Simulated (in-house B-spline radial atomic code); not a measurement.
The numbers below are computed, except where a source is named.
# Ghost states of the separable form: Sr

Sr, [Kr] 5s2, non-relativistic LDA (VWN5), spherical and spin-unpolarised, from a B-spline radial code for spherical atoms (atomic units; all potentials screened as in the neutral atom).

Troullier-Martins channels: 5s (ε = -0.1318, r_c = 3.229 bohr), 4p (ε = -0.8445, r_c = 1.292 bohr). In the Kleinman-Bylander form one channel serves as the local potential, and each other channel l becomes |δV u><u δV|/<u|δV|u>, with δV = V_l − V_local and u the pseudo-orbital. Its strength is E_KB = <u|δV²|u>/<u|δV|u>. By the analysis of Gonze, Stumpf and Scheffler a spurious state lies below the reference level ε if E_KB > 0 and ε is above the second level of the local potential alone, or if E_KB < 0 and ε is above its first. The table's levels are those of angular momentum l in a sphere of 9 bohr, whose wall can lift a shallow ε a little above its free-atom value.

```tsv
local	channel	<u δV u>	<u δV² u>	ε	first local level	second local level
s	p	-2.2403	6.4106	-0.8445	-0.0532	0.2109
p	s	0.10942	0.17051	-0.1273	-1.6563	-0.1667
```

(1) Apply the rule to each row.

Diagonalising the separable Hamiltonian gives:

| local | channel | three lowest levels | all-electron, two lowest valence levels |
| --- | --- | --- | --- |
| s | p | -0.8445, -0.0129, 0.2867 | -0.8445, -0.0321 |
| p | s | -0.4659, -0.1273, 0.1450 | -0.1273, 0.1439 |

(2) Which choices of local channel are safe?

Results:

(1) Local s, channel p: E_KB = -2.86, so ε = -0.8445 is set against -0.0532: no ghost. Local p, channel s: E_KB = +1.56, so ε = -0.1273 is set against -0.1667: a ghost.

(2) Free of ghosts: s. With p local the s channel has a ghost 0.34 hartree below ε, since the local potential binds more than one state below ε, and a repulsive term of rank one raises each level at most to the next, so it clears only one of them. Among the safe choices the second level, which tests transfer, is off by at most 19.2 millihartree (s local).
